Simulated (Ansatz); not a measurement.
F₄H₂O₂SSi₂ (`O[Si](F)(F)S[Si](O)(F)F`) at its PBE0-D4/def2-TZVP geometry, where that method's forces vanish. Charge 0, multiplicity 1.

```json
{"atom": "O1", "x (Å)": "-0.5314", "y (Å)": "-1.8226", "z (Å)": "-2.1668"}
{"atom": "Si2", "x (Å)": "0.2473", "y (Å)": "-1.1037", "z (Å)": "-0.9551"}
{"atom": "F3", "x (Å)": "1.7157", "y (Å)": "-1.6594", "z (Å)": "-0.9809"}
{"atom": "F4", "x (Å)": "-0.3512", "y (Å)": "-1.5265", "z (Å)": "0.4601"}
{"atom": "S5", "x (Å)": "0.1546", "y (Å)": "0.9918", "z (Å)": "-1.1230"}
{"atom": "Si6", "x (Å)": "0.2816", "y (Å)": "1.4998", "z (Å)": "0.9356"}
{"atom": "O7", "x (Å)": "-0.9551", "y (Å)": "1.0192", "z (Å)": "1.8455"}
{"atom": "F8", "x (Å)": "1.6497", "y (Å)": "0.9616", "z (Å)": "1.5107"}
{"atom": "F9", "x (Å)": "0.3053", "y (Å)": "3.0702", "z (Å)": "0.9811"}
{"atom": "H10", "x (Å)": "-1.3987", "y (Å)": "-1.5058", "z (Å)": "-2.4230"}
{"atom": "H11", "x (Å)": "-1.1177", "y (Å)": "0.0755", "z (Å)": "1.9157"}
```

(1) For each bond, give half the difference of the two atoms' forces along it (eV/Å; positive pushes the atoms apart) under PBE-D4, r2SCAN-D4, B3LYP-D4, ωB97M-V in def2-TZVPP. (Estimate.)

Results:

(1) Ansatz gave: 
| bond | length (Å) | PBE-D4 | r2SCAN-D4 | B3LYP-D4 | ωB97M-V |
| --- | --- | --- | --- | --- | --- |
| O1–Si2 | 1.610 | 0.26 | 0.05 | 0.05 | 0.07 |
| O1–H10 | 0.958 | 0.28 | 0.00 | -0.03 | -0.07 |
| Si2–F3 | 1.570 | 0.51 | 0.07 | 0.13 | 0.12 |
| Si2–F4 | 1.594 | 0.42 | 0.05 | 0.15 | 0.11 |
| Si2–S5 | 2.104 | -0.12 | -0.03 | 0.04 | -0.06 |
| S5–Si6 | 2.124 | -0.09 | -0.02 | 0.05 | -0.06 |
| Si6–O7 | 1.609 | 0.24 | 0.05 | 0.07 | 0.06 |
| Si6–F8 | 1.579 | 0.45 | 0.06 | 0.15 | 0.11 |
| Si6–F9 | 1.571 | 0.50 | 0.06 | 0.10 | 0.12 |
| O7–H11 | 0.960 | 0.29 | -0.01 | -0.04 | -0.06 |

B3LYP here is the variant with VWN-RPA as its local correlation; programs differ in this.
